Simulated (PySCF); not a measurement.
# Indium: a sound run and one with changed settings

Sound run: In [Kr] 4d10 5s2 5p1, In⁺ [Kr] 4d10 5s2. Computed with PySCF 2.14 in x2c-SVPall (6s5p3d, 36 functions), with scalar relativity by spin-free X2C-1e. The sound run starts from symmetry-adapted Hartree-Fock orbitals and uses a fine grid where one is needed.

A second run was set up differently.

```tsv
species	method	sound run (hartree)	changed run (hartree)	converged
In	UHF	-5877.61419	-5877.61419	yes
In	r2SCAN	-5880.28348	-5879.21476	yes
In	BP86	-5880.95593	-5879.45264	yes
In⁺	UHF	-5877.42445	-5877.42445	yes
In⁺	r2SCAN	-5880.07359	-5879.00657	yes
In⁺	BP86	-5880.74586	-5879.24207	yes
```

Ionisation energy of In:

| method | sound run (eV) | changed run (eV) |
| --- | --- | --- |
| UHF | 5.163 | 5.163 |
| r2SCAN | 5.711 | 5.665 |
| BP86 | 5.716 | 5.730 |

(1) What was changed?
A. level shift left on
B. all electrons correlated in a valence basis
C. a valence shell is frozen
D. radial grid too coarse

Results:

(1) D. It used radial step 0.8 in ln r (0.13 in the sound run). A coarse radial grid mis-integrates the density and the exchange-correlation energy, with errors of either sign; Hartree-Fock needs no grid.
